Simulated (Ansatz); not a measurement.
`[SiH3]N[AsH2]` + H₂O → `O[AsH2]` + `N[SiH3]` at 500 K and 1 bar (formal hydrolysis of the As–N bond).

Gas-phase electronic energies from Ansatz, PBE0-D4/def2-TZVP geometries. CCSD(T)/CBS adds triple-zeta CCSD(T) − MP2 to the extrapolated MP2 energy (def2 sets, frozen cores). This one scheme is used for every species. For As outer-core shells are correlated without core-valence functions, which leaves a few kJ/mol of doubt a bond. Scalar relativity is left out up to krypton.

| species | CCSD(T)/CBS energy (Eh) | H − E (kJ/mol) | S (J/(mol·K)) |
| --- | --- | --- | --- |
| `[SiH3]N[AsH2]` | -2582.40077 | 189.6 | 387.2 |
| H₂O | -76.37941 | 73.2 | 206.3 |
| `O[AsH2]` | -2311.97217 | 101.4 | 296.8 |
| `N[SiH3]` | -346.80422 | 161.3 | 303.9 |

H − E and S are ideal-gas, rigid-rotor, harmonic terms from PBE0-D4/def2-TZVP, for one conformer and one mirror image of each species. 1 Eh = 2625.50 kJ/mol, R = 8.31446 J/(mol·K).

**Question.** By hand: ΔE, ΔH, ΔS and ΔG.

**Answer.** ΔE = (-2311.97217) + (-346.80422) − (-2582.40077) − (-76.37941) = 0.00379 Eh = 10.0 kJ/mol. Δ(H − E) = 101.4 + 161.3 − 189.6 − 73.2 = -0.1, so ΔH = 9.9 kJ/mol. ΔS = 296.8 + 303.9 − 387.2 − 206.3 = 7.2 J/(mol·K). ΔG = 9.9 − 500 × (7.2)/1000 = 6.3 kJ/mol.

**Question.** By hand: the equilibrium constant, and the temperature at which ΔG would vanish if ΔH and ΔS stayed fixed.

**Answer.** log₁₀ K = −ΔG/(RT ln 10) = -0.7. ΔG = 0 at ΔH/ΔS = 1375 K, though so small a ΔH makes that figure unsure.

TΔS isn't small against ΔH here. A doubt of 5 kJ/mol in ΔE shifts log₁₀ K by 0.5 here. Other conformers and mirror images would add mixing entropy, several J/(mol·K) or more a flexible species. These are equilibria of isolated gas molecules and say nothing of rates. Largest T1 diagnostic: 0.012 (customary marks: 0.02 for closed shells, 0.045 for open ones).
